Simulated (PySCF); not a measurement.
**Ionisation energy of Pb by level of theory**

Pb [Xe] 4f14 5d10 6s2 6p2 (3P) → Pb⁺ [Xe] 4f14 5d10 6s2 6p1 (2P), as a difference of total energies. Computed with PySCF 2.14 in def2-TZVPPD with the def2 core potential (60 electrons) (7s5p4d2f, 56 functions), with scalar relativity through the core potential. Correlated levels: valence: 5s2 5p6 5d10 frozen. The calculations carry no spin-orbit coupling.

```csv
method,ionisation energy (eV)
UHF,6.566
MP2 (valence),6.821
SCS-MP2 (valence),6.759
CCSD (valence),6.856
CCSD(T) (valence),6.873
```

Problem. How much does correlation contribute at CCSD(T) (valence)?

Solution. 6.873 − (6.566) = 0.307 eV, measured against UHF.

Spin-orbit coupling is strong in these open shells (close to jj coupling). The scalar numbers leave it out and a first-order estimate fails, so it can dominate the gap to the real levels.

Errors of the correlated levels include the incompleteness of this basis and the frozen core.

For comparison: 7.417 eV (measured; NIST Atomic Spectra Database, ionization energies).
